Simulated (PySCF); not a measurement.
B3LYP has the VWN-RPA correlation part, as in Gaussian. Delta-SCF ions had no search for a lower state. Excitations are Tamm–Dancoff values on a coarser integration grid. The basis has no diffuse functions, so Rydberg states are missing or too high.

CH₄OSi, SMILES `C[SiH]=O` (charge 0, multiplicity 1)

These are B3LYP-D3(BJ)/def2-TZVP run with PySCF values and carry that method's errors.

The HOMO is -7.63 eV, the dipole moment comes out as 4.39 D and the LUMO is -1.72 eV. The HOMO–LUMO gap is 5.91 eV. The S1 excitation (TDA) is 4.38 eV, the S1 oscillator strength is 0.000 and the brightest of the four lowest singlets (TDA) is 6.27 eV. The T1 excitation (TDA) comes out as 4.02 eV. The S1–T1 gap (TDA) comes out as 0.35 eV. The vertical ionisation energy (Delta-SCF) is 10.19 eV. The total energy is -405.3305 Ha and the cost is very roughly 50 core-seconds.

Bonded distances (Å): C1–Si2 1.854, C1–H4 1.094, C1–H5 1.089, C1–H6 1.094, Si2–O3 1.521, Si2–H7 1.485. Bond angles (°): Si2–C1–H4 109.9, Si2–C1–H5 111.3, Si2–C1–H6 109.9, H4–C1–H5 109.3, H4–C1–H6 107.0, H5–C1–H6 109.3, C1–Si2–O3 126.4, C1–Si2–H7 111.3, O3–Si2–H7 122.3.
Charge 0, spin multiplicity 1.
